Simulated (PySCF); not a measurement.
# A small calculation by hand: chemical shift, span and skew from a shielding tensor

CHS₂, SMILES S=C=[SH+], charge +1. Atoms are numbered in the order given.

```xyz
4

S      0.0003     1.6029     0.0000
C      0.0224     0.1017     0.0000
S     -0.0874    -1.5336     0.0000
H      1.2589    -1.7203     0.0000
```
Charge +1, spin multiplicity 1.

Geometry optimised at B3LYP-D3(BJ)/def2-TZVP. The isomer is the one that the SMILES or the coordinates give; other isomers of the formula were not compared.

GIAO shieldings from PBE/pcSseg-2 (PySCF), non-relativistic, no solvent. The symmetric part of the tensor of C2 has the principal values -171.0, -160.9, 251.7 ppm. The same nucleus in TMS has σ = 181.4 ppm at this level (PySCF, at its B3LYP-D3(BJ)/def2-TZVP geometry).

Problem. Work out the isotropic shielding, the ¹³C shift against TMS, the span and the skew.

Solution. 
σ(iso) = (σ11 + σ22 + σ33)/3 = -26.7 ppm. δ = σ(ref) − σ(iso) = 181.4 − (-26.7) = 208.1 ppm.
Span Ω = σ33 − σ11 = 422.7 ppm. Skew κ = 3(σ(iso) − σ22)/Ω = 0.95. Tumbling in solution averages the tensor to δ; in a static solid the shielding alone would spread this spin-1/2 line over Ω.
